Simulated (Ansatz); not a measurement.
A series at Zr: from `[OH][Zr]([OH])([OH])[SH]`, ligands are replaced one by one, each step taking up H₂S and setting free H₂O; n counts the steps. Ansatz, PBE0-D4/def2-TZVP geometries. Each molecule was computed in one conformer, which needn't be the lowest.

| n | molecule | zero-point energy, PBE0-D4/def2-TZVP (kJ/mol) |
| --- | --- | --- |
| 0 | `[OH][Zr]([OH])([OH])[SH]` | 119.2 |
| 1 | `[OH][Zr]([OH])([SH])[SH]` | 111.6 |
| 2 | `[OH][Zr]([SH])([SH])[SH]` | ? |
| 3 | `[SH][Zr]([SH])([SH])[SH]` | 91.1 |

Task: By hand: fit a straight line y = ȳ + b (n − n̄) to the 3 given rows and predict n = 2.

Result: n̄ = 1.333, ȳ = 107.30; Σ(n − n̄)(y − ȳ) = -44.30, Σ(n − n̄)² = 4.667, so b = -9.49 kJ/mol a step. Prediction: 107.30 + (-9.49) × (0.667) = 101.0 kJ/mol.

Task: By hand: compare with the computed value, 101.4 kJ/mol, and give the steps along the whole series.

Result: The line misses by 0.4 kJ/mol (computed minus predicted). Steps: -7.6, -10.2, -10.3 kJ/mol.

The steps grow at each stage, from -7.6 to -10.3 kJ/mol, so the series is curved. The miss is 1.4 % of the series' range.
